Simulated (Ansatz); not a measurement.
Basis-set series for `N=C1N([SiH3])[SiH]1Cl`. Charge 0, multiplicity 1. Geometry: relaxed with PBE0-D4/def2-TZVP. It is one conformer, not always the lowest.

| functional | basis | functions | energy (Eh) | HOMO (eV) | LUMO (eV) |
| --- | --- | --- | --- | --- | --- |
| PBE0-D4 | def2-TZVPP | 289 | -1189.36708 | -7.32 | -0.74 |
| PBE0-D4 | def2-QZVPP | 531 | -1189.40897 | -7.35 | -0.84 |
| ωB97M-V | def2-TZVPP | 289 | -1189.81104 | -9.52 | 1.03 |
| ωB97M-V | def2-QZVPP | 531 | -1189.85006 | -9.56 | 0.81 |

Q: Give the rows for def2-SVP. (An estimate is asked.)

A: Ansatz gave: 
```csv
functional,basis,functions,energy (Eh),HOMO (eV),LUMO (eV)
PBE0-D4,def2-SVP,121,-1188.82722,-7.13,-0.35
ωB97M-V,def2-SVP,121,-1189.26689,-9.30,1.58
```

Positive LUMOs are unbound and depend on the basis.
